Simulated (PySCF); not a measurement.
TeCl4, SMILES Cl[Te](Cl)(Cl)Cl.

Coordinates come from a PBE0-D3(BJ)/def2-SVP optimisation. The isomer is the one that the SMILES or the coordinates give; other isomers of the formula were not compared. The def2 effective core potentials stand for the cores of Te; spin–orbit coupling is left out.

The numbers are results of PySCF with B3LYP/def2-TZVP, not measurements.

The total energy is -2109.08693 hartree. The point group comes out as C2v. The highest occupied level is -8.27 eV, the lowest empty level is -3.86 eV and the orbital gap is 4.41 eV. The dipole moment is 1.06 D and the quadrupole, principal values (traceless, Buckingham form, about the centre of nuclear charge) is -13.60, 5.99, 7.61 D·Å. The mean static polarisability comes out as 94.5 bohr³ (14.00 Å³) and the polarisability, principal values is 68.8, 88.2, 126.5 bohr³.
